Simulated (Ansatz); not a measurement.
# Match the barriers

Saddle point of MgN$_{2}$H$_{7}$Cl, closed shell (MgNH₄Cl ([NH3][MgH][Cl]) + NH₃ → MgN₂H₅Cl ([NH2][Mg]([NH3])[Cl]) + H₂; bonds formed: Mg1–N7, H2–H6, H4–N7; dative contacts that become bonds: Mg1–N5; bonds broken: Mg1–H2, H4–N5, H6–N7), PBE0-D4/def2-TZVP structure:

Mg1  (-0.664, -1.532, -0.130)
H2  (-0.201, -0.525, -1.635)
Cl3  (-1.644, -3.490, -0.472)
H4  (0.414, 0.986, 0.341)
N5  (-0.097, -0.344, 1.360)
H6  (0.154, 0.357, -1.277)
N7  (0.586, 1.423, -0.620)
H8  (-0.814, -0.097, 2.035)
H9  (0.675, -0.673, 1.931)
H10  (0.028, 2.256, -0.763)
H11  (1.563, 1.639, -0.770)
(Å)

Ansatz 0.2.0; basis: def2-TZVPP, with def2-QZVPP for the basis limit; cores frozen in the correlated methods. The outer core shell of Li, Na, Mg and K is correlated. The def2 sets are not built for correlating such inner shells, so the correlated values are less sure here. Extrapolation: Hartree–Fock as exp(−7.88 √X), correlation as X^−2.97. Four methods, as single points on the PBE0-D4 structures, gave these electronic barriers from the start structure: 0.717, 1.084, 1.245, 1.754 eV.

Task: The methods were, in alphabetical order, CCSD(T), HF, PBE0-D4, SPW92. Which gave which? (Judge from chemistry; the calculation decides.)

Result: Computed: SPW92 0.717; PBE0-D4 1.084; CCSD(T) 1.245; HF 1.754 eV. For comparison, CCSD(T) at an estimated basis limit (MP2 extrapolated from triple and quadruple zeta, plus CCSD(T) − MP2 in triple zeta) gives 1.192 eV.

T1 diagnostic: at most 0.009.

Labels in which every atom is bracketed show which atoms are joined, not bond orders.

For scale, one of the runs: CCSD(T)/def2-TZVPP, 234 basis functions, launched by `ansatz run in.yaml --threads 4 --pin off --events-out ev --progress --plain --max-ram 9574MiB`. Hardware: 4 CPU threads of an Intel Xeon Platinum 8488C, shared host. Wall time 110 s; peak host memory 4.6 GiB.
